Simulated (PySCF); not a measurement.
NMR data simulated for an unnamed compound:

$^{1}$H NMR (400 MHz, computed): δ 2.34 (m, 2H), 1.96 (m, 2H), 1.83 (m, 1H), 1.39 (m, 3H).

$^{13}$C{$^{1}$H} NMR (computed): δ 134.2 (C), 87.7 (C), 37.2 (CH2), 30.2 (CH), 25.7 (CH3).

- geometry: PBE0-D3(BJ)/def2-SVP
- GIAO CAM-B3LYP/pcSseg-1 shieldings
- run in PySCF
- equivalent nuclei averaged, isolated molecule, a single conformation, no relativistic terms

δ = σ(ref) − σ, references computed at the same level: $^{1}$H (σ = 31.33 ppm), $^{13}$C (σ = 182.45 ppm) against TMS.

Question: Which of these does the molecule contain: a methoxy group, a CF3 group, a carboxylic acid, a vinyl group CH=CH2?

Answer: 
- A methoxy group: no.
- A CF3 group: yes (δC 134.2).
- A carboxylic acid: no.
- A vinyl group CH=CH2: no.

The data belong to `C[C@]1(F)C[C@@H](C(F)(F)F)C1`, C$_{6}$H$_{8}$F$_{4}$; they needn't prove each group on their own.

Carbon signals by region: 1 in the sp2 and nitrile region (100–160 ppm), 1 at 50–100 ppm, 3 below 50 ppm.

Splittings by $^{19}$F in the carbon and heteronuclear signals aren't shown, as no couplings were computed. Shifts are as computed, not scaled to solution data. Of 1211 compounds with measured shifts, 218 miss one by over three times the rms of a fit or turn the order of signals round; such compounds aren't used in these exercises. Multiplicities follow the n + 1 count of equivalent neighbours, as no J values were calculated; m marks all less simple cases, F and P coupling included.
